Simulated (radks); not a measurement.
The numbers below are computed, except where a source is named.
Species: As7+. Configuration: [Ar] 3d8 (the NIST ground configuration). Code: a radial shooting solver on a logarithmic mesh with Libxc functionals. Model: non-relativistic Kohn-Sham, LDA (Slater exchange, Perdew-Wang correlation), spin-unpolarised, spherical densities, point nucleus.

Normalised radial functions P(r) = r R(r), r in bohr:

```
   r/bohr * 3p, o 3d (the largest magnitude, 1.39, reaches the edge; | marks zero, & curves that meet)
 0.002541                             &
 0.003283                             &
  0.00424                             &
 0.005477                             &
 0.007132                             &
 0.009213                             o*
   0.0119                             o*
  0.01537                             o*
  0.01986                             o *
  0.02565                             o  *
  0.03314                             o    *
   0.0428                             |o     *
  0.05529                             |o        *
  0.07142                             | o         *
    0.093                             |  o          *
   0.1201                             |     o       *
   0.1552                             |        o *
   0.2005                             |   *         o
    0.259                       *     |                 o
   0.3345           *                 |                      o
   0.4321    *                        |                        o
   0.5582  *                          |                       o
    0.721       *                     |                   o
   0.9314               *             |             o
    1.203                      *      |       o
    1.567                           * |   o
    2.024                             *o
    2.614                             &
    3.377                             &
    4.362                             &
```

3p: eigenvalue -259.90 eV, 1 radial node at r = 0.224 bohr, <r> = 0.602 bohr, 90 % of the charge inside 0.916 bohr. 3d: eigenvalue -168.84 eV, 0 radial nodes, <r> = 0.609 bohr, 90 % of the charge inside 0.989 bohr.
